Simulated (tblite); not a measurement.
Compound: C3H7Ge2S (doublet state).
Bonds: C1–C2, C2–C3 (triple), C3–Ge4, Ge4–Ge5, Ge5–S6. Hydrogens: H7, H8 on C1; H9, H10 on Ge4; H11, H12 on Ge5; H13 on S6.
Bond orders are those of one Lewis drawing.

Computed with GFN2-xTB (tblite), gas phase: L-BFGS steps from a force-field or distance-geometry start until the largest atomic force falls under 0.01 eV/Å.

Step 0: E = -461.3273 eV
```
atom  x, y, z in Å  |  force x, y, z in eV/Å
C1      2.9808   -0.6079    1.5834   -3.057   2.455  -1.368
C2      1.8625   -0.5958    0.6159    5.250  -0.293   4.380
C3      0.9657   -0.5992   -0.1599   -2.855  -0.296  -2.748
Ge4    -0.4790   -0.5765   -1.4064   -0.032  -0.338  -0.082
Ge5    -1.9930    1.1709   -0.8027   -0.009   0.023  -0.292
S6     -2.6300    0.9102    1.2993    1.131   0.196   0.421
H7      2.5737   -0.4565    2.6054    0.558  -0.818  -0.583
H8      3.6823    0.2221    1.3459   -0.050  -1.183   0.018
H9     -1.2143   -1.9472   -1.3378    0.430   0.440  -0.082
H10     0.0626   -0.3457   -2.8244   -0.032  -0.214   0.366
H11    -1.2799    2.5370   -0.9685   -0.359  -0.121   0.012
H12    -3.2365    1.1194   -1.7359    0.294   0.236   0.416
H13    -1.2995    0.9619    1.7680   -1.269  -0.086  -0.459
```

Step 1: E = -461.3918 eV
```
atom  x, y, z in Å  |  force x, y, z in eV/Å
C1      2.9371   -0.5728    1.5639   -0.634   2.137   0.600
C2      1.9375   -0.5999    0.6785   -5.197  -0.154  -4.606
C3      0.9249   -0.6035   -0.1991    5.366  -0.367   4.347
Ge4    -0.4794   -0.5813   -1.4076   -0.308  -0.302  -0.420
Ge5    -1.9932    1.1712   -0.8069    0.044  -0.032  -0.178
S6     -2.6138    0.9130    1.3053    0.653   0.181   0.219
H7      2.5817   -0.4682    2.5971    0.489  -0.802  -0.181
H8      3.6816    0.2052    1.3461    0.277  -0.908  -0.024
H9     -1.2081   -1.9409   -1.3390    0.294   0.338  -0.089
H10     0.0621   -0.3487   -2.8192   -0.058  -0.178   0.278
H11    -1.2850    2.5353   -0.9683   -0.328  -0.084   0.002
H12    -3.2323    1.1228   -1.7300    0.202   0.236   0.366
H13    -1.3176    0.9607    1.7614   -0.800  -0.064  -0.314
```

**Question.** Estimate the geometry and energy of step 2. (The exact step hangs on the optimiser's Hessian estimate; all steps are aligned on step 1, rigid shifts and turns removed.)

**Answer.** E = -461.8658 eV, largest force 2.164 eV/Å
```
atom  x, y, z in Å  |  force x, y, z in eV/Å
C1      2.9218   -0.5470    1.5643   -0.957   1.549   0.013
C2      1.9118   -0.6022    0.6548   -1.613  -0.050  -1.441
C3      0.9600   -0.6075   -0.1722    1.644  -0.331   1.143
Ge4    -0.4821   -0.5849   -1.4113    0.206  -0.184   0.109
Ge5    -1.9928    1.1710   -0.8093    0.104  -0.054  -0.106
S6     -2.6046    0.9152    1.3085    0.322   0.165   0.082
H7      2.5876   -0.4775    2.5937    0.278  -0.664   0.047
H8      3.6837    0.1938    1.3460    0.372  -0.587  -0.126
H9     -1.2043   -1.9366   -1.3400    0.280   0.242  -0.082
H10     0.0616   -0.3509   -2.8157   -0.012  -0.187   0.235
H11    -1.2889    2.5342   -0.9682   -0.314  -0.072  -0.006
H12    -3.2296    1.1255   -1.7256    0.161   0.225   0.338
H13    -1.3284    0.9599    1.7573   -0.470  -0.051  -0.207
```

The energy changes by -0.4740 eV. The first-order estimate −F·Δx gives -0.6660 eV and the mean of the old and new forces, exact on a quadratic surface, -0.4590 eV. The step makes an angle of 20° with the force vector and moves no atom by more than 0.044 Å.

The cost below is that of the whole relaxation. Time: 1.4 s of wall time. Hardware: Intel Xeon at 2.50 GHz, one thread, no GPU, shared host.
